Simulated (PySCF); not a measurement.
Compound: Zn(C6F5)2, C12F10Zn (singlet state).
Structure used (PBE0-D3(BJ)/def2-SVP), in Å, numbered top down from 1:
```xyz
23
C12F10Zn angstrom
Zn    -0.0302    0.0016   -0.0010
C     -0.0126    0.0066    1.9301
C      0.2378    1.1697    2.6457
F      0.4572    2.3111    1.9947
C      0.2694    1.1922    4.0374
F      0.5060    2.3083    4.7034
C      0.0445    0.0054    4.7354
F      0.0716    0.0051    6.0530
C     -0.2078   -1.1808    4.0462
F     -0.4199   -2.2973    4.7195
C     -0.2320   -1.1573    2.6541
F     -0.4753   -2.2990    2.0119
C     -0.0346   -0.0065   -1.9321
C     -1.1959    0.2327   -2.6534
F     -2.3375    0.4683   -2.0083
C     -1.2176    0.2330   -4.0458
F     -2.3327    0.4596   -4.7167
C     -0.0304   -0.0073   -4.7373
F     -0.0287   -0.0085   -6.0553
C      1.1547   -0.2503   -4.0419
F      2.2710   -0.4775   -4.7106
C      1.1302   -0.2430   -2.6501
F      2.2698   -0.4761   -2.0006
```

The calculation used PySCF, PBE0-D3(BJ)/def2-SVP geometry optimisation, gas phase.

Which atoms are bound to Zn1, and at what distances?

2 atoms: C13 1.931 Å, C2 1.931 Å. The nearest atom not counted as bound is C22, at 2.90 Å (others tie with it).

What is the shape at Zn1?

Linear: angle 179.6°.

What are the other bond lengths?

C2–C3 and 3 like bonds 1.388 Å; C3–F4 and 3 like bonds 1.332 Å; C3–C5 and 3 like bonds 1.392 Å; C5–F6 and 3 like bonds 1.321 Å; C5–C7 and 3 like bonds 1.395 Å; C7–F8, C18–F19 1.318 Å.

Give some angles away from the centre.

Zn1–C2–C3 121.3°, C3–C2–C11 117.5°, C2–C3–F4 119.7°, C2–C3–C5 122.2°, F4–C3–C5 118.1°, C3–C5–F6 121.4°, C3–C5–C7 118.9°, F6–C5–C7 119.7°, C5–C7–F8 119.8°, C5–C7–C9 120.4°.

Charge 0, singlet. Not checked by PBE0-D3(BJ)/def2-SVP frequencies.

The run took 8.1 min wall, 19 min CPU on 2 threads of an AMD EPYC 9R45, shared host with 96 logical CPUs at a one-minute load of 29, and the process peaked at 4.1 GiB of memory. This is the geometry optimisation.
